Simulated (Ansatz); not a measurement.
CH4S2Zn, SMILES C[S][Zn][SH].

Geometry: PBE0-D3(BJ)/def2-SVP. The structure was generated by enumeration; whether it is a known compound was not checked. Other conformers were not sampled.

Two levels are set side by side: PBE/def2-SVPD (Ansatz, an electronic-structure program) and PBE0/def2-SVPD (Ansatz). Energy differences of separate SCF runs at the same geometry; the states with an electron removed or added have multiplicity 2 and 2. Differences are taken from unrounded values.

```json
[
 {"quantity": "vertical ionisation energy (eV)", "PBE0": "8.98", "PBE": "8.66", "PBE minus PBE0": "-0.32"},
 {"quantity": "vertical singlet–triplet gap (eV)", "PBE0": "4.48", "PBE": "4.05", "PBE minus PBE0": "-0.43"}
]
```
